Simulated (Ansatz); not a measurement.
Geometry optimisation, RKS r2SCANh/6-31G* (Ansatz 0.2.0).

The input (input.yaml):

```yaml
crystal:
  periodic: [false, false, false]
  atoms:
    - { symbol: C, position_ang: [0.5287, -1.7628, 0.0893] }
    - { symbol: C, position_ang: [0.6085, -0.3998, 0.8221] }
    - { symbol: F, position_ang: [1.7733, 0.1629, 0.4648] }
    - { symbol: C, position_ang: [-0.4548, 0.6001, 0.5502] }
    - { symbol: Si, position_ang: [-0.6155, 1.349, -1.1569] }
    - { symbol: Cl, position_ang: [-0.4298, 1.9681, 1.7323] }
    - { symbol: H, position_ang: [0.6025, -1.5805, -0.9999] }
    - { symbol: H, position_ang: [1.3267, -2.3766, 0.3708] }
    - { symbol: H, position_ang: [-0.4713, -2.1877, 0.336] }
    - { symbol: H, position_ang: [0.6643, -0.6202, 1.9188] }
    - { symbol: H, position_ang: [-1.4919, 0.0951, 0.7908] }
    - { symbol: H, position_ang: [-1.92592, 0.93791, -1.76212] }
    - { symbol: H, position_ang: [0.53067, 0.90351, -2.09788] }
    - { symbol: H, position_ang: [-0.51604, 2.79658, -1.08023] }
basis:
  gaussian: { orbitals: "6-31G*" }
hamiltonian:
  xc: r2scanh
relax:
  f_tol: 0.015
  max_steps: 40
```

Run as:

```bash
$ ansatz run input.yaml --threads 2 --pin off --max-ram 3072MiB --backend cpu --events-out ev --progress --plain --runs-dir out
```

Where does it end, and by what steps?

The forces met the threshold. The force dipped under the threshold on the way, but the program's further checks kept it going. After 16 steps the energy has fallen by 0.548 eV; H14 moved furthest, 0.94 Å.

```json
{"step": "0", "energy less start (eV)": "0.0000", "largest force component (eV/Å)": "3.533", "accepted": "yes"}
{"step": "1", "energy less start (eV)": "-0.3836", "largest force component (eV/Å)": "1.079", "accepted": "yes"}
{"step": "2", "energy less start (eV)": "-0.4354", "largest force component (eV/Å)": "0.297", "accepted": "yes"}
{"step": "3", "energy less start (eV)": "-0.4405", "largest force component (eV/Å)": "0.120", "accepted": "yes"}
{"step": "4", "energy less start (eV)": "-0.4444", "largest force component (eV/Å)": "0.091", "accepted": "yes"}
{"step": "5", "energy less start (eV)": "-0.4516", "largest force component (eV/Å)": "0.366", "accepted": "yes"}
{"step": "6", "energy less start (eV)": "-0.4640", "largest force component (eV/Å)": "0.329", "accepted": "yes"}
{"step": "7", "energy less start (eV)": "-0.4894", "largest force component (eV/Å)": "0.426", "accepted": "yes"}
{"step": "8", "energy less start (eV)": "-0.5094", "largest force component (eV/Å)": "0.495", "accepted": "yes"}
{"step": "9", "energy less start (eV)": "-0.5248", "largest force component (eV/Å)": "0.300", "accepted": "yes"}
{"step": "10", "energy less start (eV)": "-0.4708", "largest force component (eV/Å)": "0.986", "accepted": "no"}
{"step": "11", "energy less start (eV)": "-0.5437", "largest force component (eV/Å)": "0.071", "accepted": "yes"}
{"step": "12", "energy less start (eV)": "-0.5468", "largest force component (eV/Å)": "0.047", "accepted": "yes"}
{"step": "13", "energy less start (eV)": "-0.3663", "largest force component (eV/Å)": "2.596", "accepted": "no"}
{"step": "14", "energy less start (eV)": "-0.5476", "largest force component (eV/Å)": "0.012", "accepted": "yes"}
{"step": "15", "energy less start (eV)": "-0.5477", "largest force component (eV/Å)": "0.005", "accepted": "yes"}
{"step": "16", "energy less start (eV)": "-0.5478", "largest force component (eV/Å)": "0.004", "accepted": "yes"}
```

```xyz
14
Properties=species:S:1:pos:R:3
C 0.630 -1.685 0.140
C 0.598 -0.339 0.835
F 1.714 0.394 0.425
C -0.651 0.458 0.501
Si -0.578 1.345 -1.188
Cl -0.939 1.757 1.740
H 0.522 -1.576 -0.942
H 1.588 -2.171 0.342
H -0.171 -2.331 0.512
H 0.686 -0.464 1.920
H -1.525 -0.198 0.561
H -1.947 1.831 -1.493
H -0.163 0.384 -2.244
H 0.365 2.481 -1.131
```

Whether the end is a true minimum wasn't checked by a vibrational analysis.

The run took 60 s on 2 threads of Intel(R) Xeon(R) 6975P-C (Granite Rapids), with other jobs on the host, peak memory 0.33 GiB.
